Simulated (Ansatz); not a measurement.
Consider the redistribution: `[OH][Al]([Br])[O][SiH3]` + `BOC` → `BO[SiH3]` + `C[O][Al]([OH])[Br]`.

Computed with Ansatz on PBE0-D4/def2-TZVP structures; ΔE is electronic, products minus reactants. CCSD(T)/CBS is the MP2 limit (def2-TZVPP, def2-QZVPP) plus CCSD(T) − MP2 in def2-TZVPP, frozen cores. Functionals use def2-TZVPP. HSE06 is defined as in plane-wave codes. For Br outer-core shells are correlated without core-valence functions, which leaves a few kJ/mol of doubt a bond. Scalar relativity is left out up to krypton. One conformer a species, not always the lowest.

```csv
level,ΔE (eV)
BHLYP-D4,0.38
HSE06,0.37
```

(1) What does CCSD(T)/CBS give? (Estimate.)

Largest T1 diagnostic among the species: 0.014.

Results:

(1) Ansatz gave: +0.39 eV. The listed levels differ from it by -0.01, -0.02 eV.

Leaving LDA and LC-ωPBE aside and taking each functional with its dispersion term where it has one, the values, not all of them listed here, spread over 0.05 eV, from revPBE-D4 to B97M-V.
